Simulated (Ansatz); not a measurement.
`C=CCB(C)F` + H₂Se → `CB(F)[SeH]` + propene  (ligand exchange at a B–C bond)

Computed with Ansatz on PBE0-D4/def2-TZVP structures; ΔE is electronic, products minus reactants. CBS: MP2 limit from def2 TZ/QZ plus the TZ coupled-cluster correction, frozen cores. Functionals use def2-TZVPP. For Se outer-core shells are correlated without core-valence functions, which leaves a few kJ/mol of doubt a bond. Scalar relativity is left out up to krypton. One conformer a species, not always the lowest.

```
     species  r2SCANh energy (Eh)
 `C=CCB(C)F`           -281.92636
        H₂Se          -2402.73284
`CB(F)[SeH]`          -2566.81811
      `C=CC`           -117.86650
```

(1) Work out ΔE.

(2) What do rigid-rotor, harmonic-oscillator terms from PBE0-D4/def2-TZVP frequencies (298.15 K, 1 bar) make of the CCSD(T)/CBS value? (Best estimate.)

Largest T1 diagnostic among the species: 0.012.

## Answers

(1) ΔE = (-2566.81811) + (-117.86650) − (-281.92636) − (-2402.73284) = -0.02541 Eh = -15.9 kcal/mol. CCSD(T)/CBS gives -15.5 kcal/mol.

(2) The calculation gave: ΔZPE = +2.6 kcal/mol, ΔH = -13.5 kcal/mol, ΔS = 3 J/(mol·K), ΔG = -13.7 kcal/mol. Modes under 50 cm⁻¹ make the entropy rough.

From BLYP to BHLYP (50 % exact exchange), in def2-TZVPP and without D4, ΔE moves by +0.8 kcal/mol. Leaving LDA and LC-ωPBE aside and taking each functional with its dispersion term where it has one, the values, not all of them listed here, spread over 1.6 kcal/mol, from PBE-QIDH to CAM-B3LYP-D4. LDA lies +1.2 kcal/mol from PBE without D4. At CCSD(T), def2-SVP lies +1.5 kcal/mol from the extrapolated value and def2-TZVPP +0.3 kcal/mol.
